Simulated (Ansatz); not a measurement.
Two members of one family (Series AsH2X), computed with Ansatz in the gas phase. The two geometries come from different levels. Binding counts from free atoms in the multiplicity of their measured ground term, without zero-point energy. A dash marks a value that wasn't run or was left out as unsound. The structures are stationary points that may keep the symmetry of their start.

First: AsH2(SMe) (singlet, charge 0, PBE0-D4/def2-TZVP geometry).

Cartesian coordinates in Å:
```
As -0.382 -1.666 -0.104
H 0.182 -2.302 -1.369
H 0.441 -2.586 0.787
S 1.038 0.055 -0.021
C -0.155 1.405 0.149
H -0.799 1.485 -0.726
H 0.435 2.318 0.235
H -0.761 1.292 1.048
```

| level | HOMO (eV) | LUMO (eV) | gap (eV) | vertical IE (eV) | vertical triplet (eV) | binding per atom (eV) |
| --- | --- | --- | --- | --- | --- | --- |
| LDA (SPW92)/def2-TZVP | -5.58 | -1.57 | 4.01 | – | – | 3.65 |
| PBE-D4/def2-TZVP | -5.50 | -1.34 | 4.16 | 8.74 | 4.17 | 3.22 |
| r2SCAN-D4/def2-TZVP | -5.76 | -1.14 | 4.62 | 8.78 | 4.22 | 3.18 |
| PBE0-D4/def2-SVP | -6.62 | -0.26 | 6.37 | – | – | 3.16 |
| PBE0-D4/def2-TZVP | -6.72 | -0.48 | 6.25 | 8.85 | 4.30 | 3.17 |

Second: AsH2(OMe) (singlet, charge 0, B3LYP-D4/def2-TZVP geometry).

```xyz
8

As   -0.4676   -0.2376   -1.5025
H    -0.6106    1.0392   -2.3280
H     1.0074   -0.3893   -1.9242
O    -0.1824    0.6787    0.0373
C     0.0213   -0.1232    1.1890
H    -0.7692   -0.8729    1.3203
H     0.0125    0.5440    2.0509
H     0.9886   -0.6390    1.1571
```

Estimate how these quantities change from the first to the second (second minus first).


```csv
level,Δ HOMO (eV),Δ LUMO (eV),Δ gap (eV),Δ vertical IE (eV),Δ vertical triplet (eV),Δ binding per atom (eV)
LDA (SPW92)/def2-TZVP,-0.35,-0.09,0.26,–,–,0.20
PBE-D4/def2-TZVP,-0.32,-0.05,0.27,0.41,-0.08,0.15
r2SCAN-D4/def2-TZVP,-0.37,-0.01,0.35,0.49,-0.05,0.13
PBE0-D4/def2-SVP,-0.41,0.06,0.46,–,–,0.13
PBE0-D4/def2-TZVP,-0.44,0.01,0.44,0.54,-0.03,0.12
```
